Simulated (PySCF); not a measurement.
Working out the ionisation energy of Zr

Zr [Kr] 4d2 5s2 (3F) → Zr⁺ [Kr] 4d2 5s1 (4F). Calculation: PySCF 2.14, in aug-cc-pVDZ-PP with ECP28MDF; scalar relativity through the core potential. Frozen: 4s2 4p6. Energies in hartree (1 hartree = 27.21139 eV):

```tsv
part	Zr (lower)	Zr⁺ (upper)
UHF	-46.302154	-46.110366
MP2 opposite-spin	-0.031635	0.000000
MP2 same-spin	-0.009108	-0.009077
```

**Question.** What does Hartree-Fock give?

**Answer.** (-46.110366) − (-46.302154) = 0.191788 hartree = 5.219 eV.

**Question.** What do MP2 and SCS-MP2 (6/5 opposite-spin, 1/3 same-spin) give?

**Answer.** The opposite-spin parts differ by 0.861 eV and the same-spin parts by 0.001 eV. MP2: 5.219 + (0.861) + (0.001) = 6.081 eV. SCS-MP2: 5.219 + 1.2 × (0.861) + (0.001)/3 = 6.253 eV.

Measured between the centres of the two terms (NIST): 6.639 eV, so MP2 (valence) is off by -0.558 eV.

A double-zeta basis recovers only part of the correlation energy.

What remains against the reference includes basis incompleteness, the frozen core and correlation beyond second order.
